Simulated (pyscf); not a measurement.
O=GeH–OH (SMILES [O]=[GeH][OH]), singlet

Gas-phase minimum from PySCF at ωB97X-D3(BJ)/def2-SVP, one conformer. O=GeH–OH lies 42.7 kcal/mol over its isomer HO–Ge:–OH [singlet], and others may lie lower still (electronic energy, ωB97M-D3(BJ)). 

```xyz
5

O      1.7648    -1.1987    -0.4080
Ge     0.2943    -0.5688    -0.6999
O     -0.2760     0.9451    -0.0169
H     -0.8649    -1.0694    -1.5526
H      0.3855     1.3622     0.5524
```
Charge 0, spin multiplicity 1.

Bonded distances (Å): O1–Ge2 1.626, Ge2–O3 1.756, Ge2–H4 1.524, O3–H5 0.967. Angles (°): O1–Ge2–O3 123.9, O1–Ge2–H4 131.4, O3–Ge2–H4 104.7, Ge2–O3–H5 112.2.

Properties at ωB97X-D3(BJ)/def2-SVP:

| Property | Value |
|---|---|
| Harmonic wavenumbers, unscaled | 251, 426, 546, 741, 764, 928, 1030, 2246, 3873 cm⁻¹ |
| Zero-point energy | 15.4 kcal/mol |
| Rotational symmetry number | 1 |
| Entropy of this conformer at 298 K and 1 atm, rigid rotor and harmonic oscillator, modes under 100 cm⁻¹ raised to 100 | 280.6 J/(mol K) |
| Dipole moment | 2.56 D |

Single-point totals, which compare only within one level (frozen core for MP2 and CC):

| level | total energy (hartree) |
|---|---|
| ωB97X-D3(BJ)/def2-TZVP | -2228.68606 |
| PBE/def2-TZVP | -2228.25271 |
| r²SCAN/def2-TZVP | -2228.63755 |
| B3LYP-D3(BJ)/def2-TZVP | -2228.76871 |
| PBE0-D3(BJ)/def2-TZVP | -2228.29440 |
| M06-2X/def2-TZVP | -2228.66407 |
| ωB97M-D3(BJ)/def2-TZVP | -2228.76739 |
| HF/def2-TZVPP | -2226.30980 |
| MP2/def2-TZVPP | -2227.04745 |
| CCSD/def2-TZVPP | -2227.03977 |
| CCSD(T)/def2-TZVPP | -2227.07115 |

The CCSD(T) − MP2 part came from Ansatz, without density fitting, on the same reference. The frozen core leaves the outer d or s,p core shells of the metals and heavy elements correlated in the MP2 and CC values, and def2-TZVPP describes them poorly, so these totals are far from the basis limit. Elements up to Kr have no core potential and no relativistic terms here.
